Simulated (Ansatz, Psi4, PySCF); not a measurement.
Species: C3H8BO, charge 0, multiplicity 2. SMILES: [CH2]B(C)OC
Coordinates optimised at B3LYP-D3(BJ)/def2-TZVP (Ansatz, a first-principles code):
```xyz
13

C     -1.0082     1.6127    -0.7118
B     -0.4198     0.3316    -0.1043
C     -1.2837    -0.7380     0.6715
O      0.9302     0.1738    -0.2825
C      1.6388    -0.9506     0.2126
H     -0.3944     2.3342    -1.2412
H     -2.0601     1.8684    -0.6479
H     -2.3383    -0.4673     0.7274
H     -1.2193    -1.7235     0.1975
H     -0.9223    -0.8763     1.6964
H      1.5633    -1.0187     1.3007
H      1.2615    -1.8795    -0.2223
H      2.6853    -0.8299    -0.0630
```
Charge 0, spin multiplicity 2.

Property: size of the dipole moment, in D. Conventions: no spin-orbit coupling; LANL2DZ all-electron up to Ne; 6-311+G** with 5d; non-relativistic; UHF or UKS for open shells; 6-31G* and kin with 6d, 5d where marked; dispersion terms only where a functional's name holds one. Ab initio and DFT rows: single points at B3LYP-D3(BJ) geometries (Ansatz).

| level | program | size of the dipole moment (D) |
|---|---|---|
| SVWN5/6-31G* | Ansatz | 1.17 |
| PBE/3-21G | Ansatz | 1.44 |
| PBE/LANL2DZ | Ansatz | 1.56 |
| PBE/6-31G* | Ansatz | 1.11 |
| PBE/6-311+G** | Ansatz | 1.21 |
| B3LYP/3-21G | Ansatz | 1.41 |
| B3LYP/6-31G* | Ansatz | 1.08 |
| B3LYP/6-31G** | Ansatz | 1.09 |
| B3LYP/def2-SVP | Ansatz | 1.18 |
| M06-2X/6-31G* (5d) | PySCF | 1.01 |
| M06-2X/6-311+G** | PySCF | 1.14 |
| wB97X-D/6-311+G** | Psi4 | 1.18 |
| B3PW91/6-31G* (5d) | PySCF | 1.10 |

No value to compare with is used here. The 13 habitual levels span 1.01 (M06-2X/6-31G* (5d)) to 1.56 D (PBE/LANL2DZ).

The levels are drawn from those run, B3LYP/6-31G* more often than the rest, none by its result; left out are runs that failed, that the program found above a lower state of the same kind, or whose <S^2> lies over 0.5 above the pure value.
